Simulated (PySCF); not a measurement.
Compound: C₅H₈F₂S.
Geometry (GFN2-xTB, Å), atoms numbered from 1 in this order:
```
atom  x, y, z in Å
C1     2.9882   -0.1488    0.1889
S2     1.3902   -1.0098    0.2235
C3     0.3092    0.4464   -0.0158
F4     0.4356    0.8967   -1.3053
C5    -1.1317    0.1163    0.2923
F6    -1.3689    0.2702    1.6346
C7    -2.2528    0.4689   -0.6333
C8    -1.8773   -0.9702   -0.4113
H9     3.7542   -0.9138    0.2534
H10    3.0815    0.3949   -0.7463
H11    3.0570    0.5222    1.0407
H12    0.6638    1.2512    0.6396
H13   -3.1607    0.8313   -0.1771
H14   -2.0039    0.9356   -1.5730
H15   -1.3569   -1.4993   -1.1941
H16   -2.5351   -1.5830    0.1843
```

Computed with CAM-B3LYP/def2-SVPD in PySCF (dipole) on a GFN2-xTB geometry, gas phase.

Take the most abundant isotopes and a rigid rotor. The values belong to one conformer with, in the numbering `[CH3:1][S:2][C@@H:3]([F:4])[C:5]1([F:6])[CH2:7][CH2:8]1`, C1–S2–C3–F4 71°, S2–C3–C5–F6 86°.

Q: What are A, B and C (GHz)?

A: Ia = 168.52, Ib = 448.46, Ic = 497.20 u·Å²; 505379 MHz·u·Å²/I gives 2999, 1127 and 1016 MHz, that is A = 2.9988, B = 1.1269, C = 1.0165 GHz.

Q: Classify the top.

A: An asymmetric top. Ray's parameter κ = (2B − A − C)/(A − C) = -0.889; −1 is the prolate and +1 the oblate limit.

Q: What does the inertial defect say?

A: Not planar: Δ = Ic − Ia − Ib = -119.78 u·Å². For a rigid frame Δ = −2 Σ m c², so Σ m c² = 59.89 u·Å² lies off the ab plane: 10.84 from hydrogen and 49.05 from heavier atoms. The atom farthest from that plane is 1.97 Å away.

Q: Give the other two planar moments, Paa and Pbb, and the rms extents of the mass along the axes.

A: Paa = Σ m a² = (Ib + Ic − Ia)/2 = 388.57 and Pbb = Σ m b² = (Ia + Ic − Ib)/2 = 108.63 u·Å². With the mass M = 138.03 u, the rms extents √(P/M) along a, b and c are 1.68, 0.89, 0.66 Å.

Q: Where do the levels up to J = 2 lie, in cm⁻¹?

A: Above 0(0,0):
J = 1: 1(0,1) 0.0715, 1(1,1) 0.1339, 1(1,0) 0.1376
J = 2: 2(0,2) 0.2143, 2(1,2) 0.2732, 2(1,1) 0.2843, 2(2,1) 0.4716, 2(2,0) 0.4718

Q: Which types of transition are allowed, and where do some lines up to J = 2 fall?

A: The dipole components are |μa| = 0.50 D, |μb| = 0.67 D, |μc| = 0.26 D. The squared components, which scale the intensities, stand as 0.56 : 1.00 : 0.15 (a : b : c). Some lines, for components of 0.1 D or more:

```
type  branch         J(Ka,Kc)    MHz  lower level (cm⁻¹)
   a       Q  2(1,1) ← 2(1,2)    331               0.273
   c       Q  2(1,2) ← 2(0,2)   1766               0.214
   c       Q  1(1,1) ← 1(0,1)   1872               0.071
   b       Q  1(1,0) ← 1(0,1)   1982               0.071
   b       Q  2(1,1) ← 2(0,2)   2098               0.214
   a       R  1(0,1) ← 0(0,0)   2143               0.000
   b       R  2(0,2) ← 1(1,1)   2410               0.134
   b       R  1(1,1) ← 0(0,0)   4015               0.000
   c       R  1(1,0) ← 0(0,0)   4126               0.000
   a       R  2(1,2) ← 1(1,1)   4176               0.134
   a       R  2(0,2) ← 1(0,1)   4282               0.071
   a       R  2(1,1) ← 1(1,0)   4397               0.138
   c       Q  2(2,1) ← 2(1,1)   5616               0.284
   b       Q  2(2,0) ← 2(1,1)   5621               0.284
   b       Q  2(2,1) ← 2(1,2)   5947               0.273
   b       R  2(1,2) ← 1(0,1)   6048               0.071
   c       R  2(1,1) ← 1(0,1)   6380               0.071
   b       R  2(2,1) ← 1(1,0)  10013               0.138
   c       R  2(2,0) ← 1(1,0)  10018               0.138
   c       R  2(2,1) ← 1(1,1)  10123               0.134
   b       R  2(2,0) ← 1(1,1)  10128               0.134
```

Whether it is a minimum is left open (no frequencies). No vibrational averaging or centrifugal distortion is included, and the geometry carries the error of its method. A rigid rotor knows nothing of internal rotation, which can split or shift real lines.
